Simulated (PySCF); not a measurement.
## Cs⁵³⁺ (caesium, charge +53): Hartree-Fock from Schrödinger to Dirac-Coulomb-Breit

Occupied: 1s1/2. Hartree-Fock calculated with PySCF 2.14 in an even-tempered Gaussian basis (16 s from 11 bohr⁻², ratio 2.7; 12 p from 13 bohr⁻², ratio 2.7), Gaussian nucleus throughout. NR is non-relativistic, sf-X2C the spin-free one-electron X2C Hamiltonian, X2C adds the bare one-electron spin-orbit term, X2C-SNSO screens it by Boettger's factors, DC is four-component Dirac-Coulomb, and the Gaunt and Breit terms are added at first order (total energies over the DC spinors, levels after relaxing the spinors in that mean field). QED terms are absent. Levels marked empty are virtual spinors of this ion.

```
Hamiltonian  E (hartree)  E − E(DC) (hartree)  CPU seconds
         NR   -2990.6166             130.3311         0.22
     sf-X2C   -3119.8224               1.1253         0.12
        X2C   -3119.8224               1.1253         0.12
   X2C-SNSO   -3119.8224               1.1253         0.12
         DC   -3120.9477               0.0000          2.1
   DC+Gaunt   -3118.6570               2.2906          3.3
   DC+Breit   -3118.6570               2.2906           28
```

| level (eV) | NR | sf-X2C | X2C | X2C-SNSO | DC | DC+Gaunt | DC+Breit |
| --- | --- | --- | --- | --- | --- | --- | --- |
| 1s1/2 | -40224.8 | -41937.2 | -41937.2 | -41937.2 | -41967.6 | -41905.8 | -41905.8 |
| 2s1/2 (empty) | -9699.6 | -10217.5 | -10217.5 | -10217.5 | -10220.6 | -10213.8 | -10214.6 |
| 2p1/2 (empty) | -9597.3 | -9811.1 | -10104.6 | -10098.7 | -10096.8 | -10082.6 | -10084.7 |
| 2p3/2 (empty) | -9597.3 | -9811.1 | -9682.3 | -9684.5 | -9686.9 | -9679.7 | -9681.8 |
| 3s1/2 (empty) | -4274.0 | -4456.5 | -4456.5 | -4456.5 | -4457.4 | -4455.5 | -4455.7 |

```tsv
interval (eV)	X2C	X2C-SNSO	DC	DC+Gaunt	DC+Breit
2p3/2 − 2p1/2	422.3	414.2	409.9	402.9	402.9
```

Weight of the small component: 1s1/2 0.0415, 2s1/2 0.0100, 2p1/2 0.00998, 2p3/2 0.00956, 3s1/2 0.00441.

Koopmans' value for the highest occupied level at DC+Breit: 41905.8 eV, against an ionisation energy of 41861.1 eV (theoretical estimate listed by NIST; NIST Atomic Spectra Database, ionization energies); the former lacks relaxation, correlation, QED and recoil.

The whole ladder took 35 s of wall time on 1 thread of Neoverse-V1 (shared host), launched as `OMP_NUM_THREADS=1 python relrun2.py TASK.json OUT` (a driver that calls PySCF for each Hamiltonian).
